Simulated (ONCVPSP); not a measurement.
What the settings do to the ONCV potential of boron (B)

Base potential:

```
Element                 : B (Z = 5)
Generator               : ONCVPSP 4.0.1
Type                    : optimised norm-conserving Vanderbilt (ONCV)
Functional              : PBE
Relativity              : non-relativistic
Frozen core             : [He]
Valence charge          : 3
Reference configuration : 2s2 2p1
Partial waves           : 2s: rc 1.50 bohr, ncon 4, nbas 8, qcut 3.8 1/bohr, 1 projector; 2p: rc 2.15 bohr, ncon 4, nbas 9, qcut 6.8 1/bohr, 1 projector; d scattering state at 0.17 Ha: rc 2.10 bohr, ncon 4, nbas 9, qcut 4.8 1/bohr, 2 projectors, debl 3.3 Ha
Local potential         : polynomial inside 1.30 bohr (lpopt 2, dvloc0 0 Ha)
Core correction         : polynomial model core, fcfact 0.5
```

Cutoffs, loose and tight: the cutoffs (Ha) at which the residual kinetic energy of the hardest occupied pseudo-wave falls to 1 and 0.1 mHa per electron. They do not see the model core or the augmentation charge, which bear on the density cutoff. Test errors are all-electron minus pseudo excitation energies from the reference, over the configurations 2s2 2p0; 2s1 2p0; 2s2 2p0.5; 2s0 2p3. A dash means not determined; rows that change the core or the reference have their own tests.

```tsv
change	outcome	cutoff, loose	cutoff, tight	bound ghosts	GHOST(+) flags above zero	largest test error (meV)
base	generated	18 Ha	69 Ha	none	none	+82
d: nbas 7	generated	18 Ha	69 Ha	none	none	+82
d: qcut 5.4	generated	18 Ha	69 Ha	none	none	+82
local potential polynomial inside 1.35 bohr (lpopt 5, dvloc0 6 Ha)	generated	18 Ha	69 Ha	none	none	+72
core correction polynomial model core, fcfact 0.6	generated	18 Ha	69 Ha	none	none	+78
core correction polynomial model core, fcfact 1.02	generated	18 Ha	69 Ha	none	none	+73
```

(1) What comes out with this change to the base: all radii but the core radius scaled by about 1.24 (s 1.86, p 2.66, d 2.60 bohr); local potential polynomial inside 1.60 bohr (lpopt 2, dvloc0 0 Ha)?

(2) What comes out with this change to the base: s: qcut 2.9?

(3) What comes out with this change to the base: s: qcut 4.4; p: qcut 7.9; d: qcut 5.6?

Answers

(1) outcome: generated; cutoff, loose: 10 Ha; cutoff, tight: 37 Ha; bound ghosts: none; GHOST(+) flags above zero: none; largest test error (meV): +112.

(2) outcome: generated; cutoff, loose: 40 Ha; cutoff, tight: 74 Ha; bound ghosts: none; GHOST(+) flags above zero: none; largest test error (meV): +78.

(3) outcome: generated; cutoff, loose: 13 Ha; cutoff, tight: 60 Ha; bound ghosts: none; GHOST(+) flags above zero: none; largest test error (meV): +70.
